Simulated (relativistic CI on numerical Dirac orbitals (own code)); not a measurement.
## Os²⁺: 5d valence photoemission

Computed with this model: Dirac-Coulomb-Breit CI, KLI orbitals optimised for each configuration, model QED (radiative potential, 1s self-energy scaled to tabulated hydrogen-like ionisation energies), valence Slater integrals scaled by 0.8, multiplet model of photoemission in the sudden approximation; configurations [Xe] 4f14 5d6 → [Xe] 4f14 5d5; 80 K; Lorentzian 0.21 eV and Gaussian 0.5 eV FWHM. Energies are those of the free ion, without screening or charge transfer. The energies are binding energies and can lie tens of eV above those of solids. S is read from ⟨S²⟩ = S(S + 1).

Field parameters in Wybourne normalisation: Oh B⁴₀ = 21Dq, B⁴₄ = √(5/14) B⁴₀. The field is a parameter set, without covalency.

free ion: ground-state S = 1.89, centroid 27.83 eV. Peaks (eV, height): 25.6 (45), 28.2 (100), 29.7 (16).

Oh, 10Dq = 5500 cm⁻¹: ground-state S = 1.91, centroid 27.88 eV. Peaks (eV, height): 25.8 (69), 28.4 (100).

Oh, 10Dq = 15250 cm⁻¹: ground-state S = 0.51, centroid 27.88 eV. Peaks (eV, height): 27.0 (57), 28.0 (100).

Oh, 10Dq = 24950 cm⁻¹: ground-state S = 0.20, centroid 28.32 eV. Peaks (eV, height): 27.6 (56), 28.4 (100).

Oh, 10Dq = 34700 cm⁻¹: ground-state S = 0.10, centroid 28.79 eV. Peaks (eV, height): 28.2 (55), 28.9 (100).

Oh, 10Dq = 44400 cm⁻¹: ground-state S = 0.06, centroid 29.26 eV. Peaks (eV, height): 28.7 (55), 29.4 (100).

Strongest unbroadened transitions for Oh, 10Dq = 44400 cm⁻¹:

| Energy (eV) | Relative strength |
| --- | --- |
| 28.67 | 50.2 |
| 29.44 | 100.0 |
| 32.79 | 0.1 |
| 33.00 | 0.1 |
| 33.12 | 0.1 |
| 33.72 | 0.0 |
| 33.77 | 0.0 |
| 34.10 | 0.0 |
| 34.31 | 0.0 |
| 34.76 | 0.0 |
| 34.89 | 0.0 |
| 35.25 | 0.5 |
| 35.66 | 0.5 |
| 35.88 | 0.2 |
| 35.93 | 0.0 |
| 36.96 | 0.3 |
